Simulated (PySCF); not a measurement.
Species: C₅H₆O₃.
Geometry (GFN2-xTB, Å), atoms numbered from 1 in this order:
```xyz
14
C5H6O3 angstrom
O     -3.069    0.247   -1.358
C     -2.051    0.057   -0.757
C     -0.779    0.808   -0.814
C      0.085    0.240    0.026
C      1.501    0.601    0.349
O      2.348   -0.522    0.414
C     -0.593   -0.927    0.681
O     -1.890   -0.958    0.131
H     -0.644    1.661   -1.450
H      1.870    1.340   -0.374
H      1.538    1.048    1.348
H      2.425   -0.915   -0.462
H     -0.658   -0.805    1.768
H     -0.086   -1.877    0.477
```

Vertical excitations from PySCF (density fitting, frozen core in the response, grid level 2 and gas phase unless stated; continuum runs use non-equilibrium linear response for the excitations) on a GFN2-xTB geometry. Reference run:

```
                              settings    S1, eV (f)    S2, eV (f)    S3, eV (f)    S4, eV (f)    S5, eV (f)    S6, eV (f)  T1, eV (Tamm–Dancoff)  mean α (au)
PBE0/def2-SVPD, full TDDFT, 6 singlets  4.84 (0.000)  6.07 (0.029)  6.20 (0.260)  6.73 (0.114)  7.27 (0.004)  7.36 (0.007)                   4.06         68.7
```

Problem. What do these settings give: PBE0/def2-SVPD, TDA, 1 singlet?

Solution. 
```
                      settings    S1, eV (f)  S2, eV (f)  S3, eV (f)  S4, eV (f)  S5, eV (f)  S6, eV (f)  T1, eV (Tamm–Dancoff)  mean α (au)
PBE0/def2-SVPD, TDA, 1 singlet  4.86 (0.000)           –           –           –           –           –                   4.06         68.7
```

S1 moves by +0.02 eV; the lowest Tamm–Dancoff root can't lie below the lowest full-response root of a stable reference. States are counted by energy in each run and needn't keep their character from row to row.

Problem. Which orbital pairs make up S1 in each run, and how does it sit against the orbital gap?

Solution. 
```tsv
settings	S1 configurations (weight)	S1 (eV)	orbital gap (eV)	S1 − gap (eV)
PBE0/def2-SVPD, full TDDFT, 6 singlets	H→L 0.96	4.84	6.55	-1.71
PBE0/def2-SVPD, TDA, 1 singlet	H→L 0.96	4.86	6.55	-1.69
```

One conformer stands for the species.
